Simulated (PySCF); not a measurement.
**Löwdin shares of the frontier orbitals**

C5H6Cl2O.
Cartesian coordinates in Å at the GFN2-xTB level; atoms count from 1:
```xyz
14
C5H6Cl2O angstrom
O     -1.1435   -1.9205   -1.3274
C     -0.6003   -1.0460   -0.7168
C      0.8820   -0.7352   -0.7211
C      1.0994    0.2412    0.4319
C     -0.2279    0.9905    0.5203
Cl    -0.4660    1.7514    2.1131
Cl    -0.2707    2.2844   -0.7172
C     -1.2889   -0.0525    0.2070
H      1.1135   -0.2680   -1.6811
H      1.4766   -1.6437   -0.6419
H      1.9383    0.9153    0.2708
H      1.2597   -0.2981    1.3668
H     -2.1903    0.3601   -0.2443
H     -1.5827   -0.5794    1.1179
```

Level of theory: TDDFT PBE0/def2-SVPD, vertical, gas phase, core orbitals frozen in the response (PySCF 2.14.0, density-fitted response routines).

Kohn–Sham orbitals with the atoms that hold most of them (Löwdin shares over 4%, at most four atoms; ? is withheld):

```json
{"orbital": "HOMO-3", "ε (eV)": "-9.32", "atoms": "Cl6 42%, Cl7 38%, C5 5%"}
{"orbital": "HOMO-2", "ε (eV)": "-9.05", "atoms": "Cl7 40%, Cl6 30%, C5 10%, C4 8%"}
{"orbital": "HOMO-1", "ε (eV)": "-8.89", "atoms": "?"}
{"orbital": "HOMO", "ε (eV)": "-7.70", "atoms": "?"}
{"orbital": "LUMO", "ε (eV)": "?", "atoms": "C2 34%, O1 27%, C8 8%, C3 8%"}
{"orbital": "LUMO+1", "ε (eV)": "-0.32", "atoms": "Cl7 40%, C5 26%, Cl6 24%"}
{"orbital": "LUMO+2", "ε (eV)": "0.12", "atoms": "Cl6 23%, C5 19%, Cl7 18%, H12 8%"}
```

(1) Give the leading atoms of the HOMO-1.

(2) Which atoms hold the HOMO, and with what shares?

(3) What is the LUMO energy, and the HOMO–LUMO gap?

## Answers

(1) Cl6 (bonded to C) 48%; Cl7 (bonded to C) 45%.

(2) O1 (bonded to C) 56%; C2 (bonded to 2 C and O) 12%; C8 (bonded to 2 C and 2 H) 11%; C3 (bonded to 2 C and 2 H) 10%. By element: oxygen 56%, carbon 34% or more.

(3) ε(LUMO) = -1.21 eV; the gap is 6.49 eV (0.2386 hartree).

How does S1 compare with the orbital gap of 6.49 eV?

S1 is at 4.31 eV (f = 0.0004), 2.19 eV below the gap, made of HOMO→LUMO (96%). 

One configuration dominates each of S1, S2, S4 and S6. Which, and how do the shares of the two leading atoms of either orbital change from the occupied to the empty one?

- S1 (4.31 eV, f 0.0004), HOMO→LUMO (96%): O1 56% → 27%, C2 12% → 34%; low, almost dark, from the terminal oxygen into the C=O bond, the pattern of n→π*
- S2 (6.34 eV, f 0.0024), HOMO→LUMO+1 (96%): O1 56% → at most 4%, C2 12% → at most 4%, Cl7 at most 11% → 40%, C5 at most 11% → 26%
- S4 (6.63 eV, f 0.0019), HOMO-1→LUMO (88%): Cl6 48% → at most 9%, Cl7 45% → at most 9%, C2 at most 4% → 34%, O1 at most 4% → 27%
- S6 (6.97 eV, f 0.012), HOMO-1→LUMO+1 (76%): Cl6 48% → 24%, Cl7 45% → 40%, C5 at most 4% → 26%

Löwdin shares depend on the basis, the more so with diffuse functions.

On one thread, Arm Neoverse V2 (aarch64), no GPU (shared host), this took 39 s of wall time (grids of density and orbitals included) and 0.93 GiB of memory at its peak.

One conformer stands for the species.
